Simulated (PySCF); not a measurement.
C2H5N, SMILES C=NC. Geometry optimised at PBE0-D3(BJ)/def2-TZVP.

These are PBE0-D3(BJ)/def2-TZVP (PySCF) values and carry that method's errors.

Harmonic wavenumbers (cm⁻¹): 223, 480, 701, 998, 1068, 1122, 1141, 1241, 1427, 1468, 1472, 1503, 1767, 2988, 3000, 3090, 3111, 3150. Rotational constants (GHz): 53.88, 10.78, 9.506; symmetry number 1.

### Question
Work out the zero-point energy and the ideal-gas rigid-rotor harmonic-oscillator thermochemistry at 298.15 K and 1 atm.

### Answer
ZPE = ½ Σ hcν = ½ × 29951 cm⁻¹ = 179.15 kJ/mol. H − E(el) = 191.75 kJ/mol. Entropy in J/(mol K): translation 155.67, rotation 90.34, vibration 13.90, total 259.92. G − E(el) = 114.26 kJ/mol. Cp = 56.99 J/(mol K).
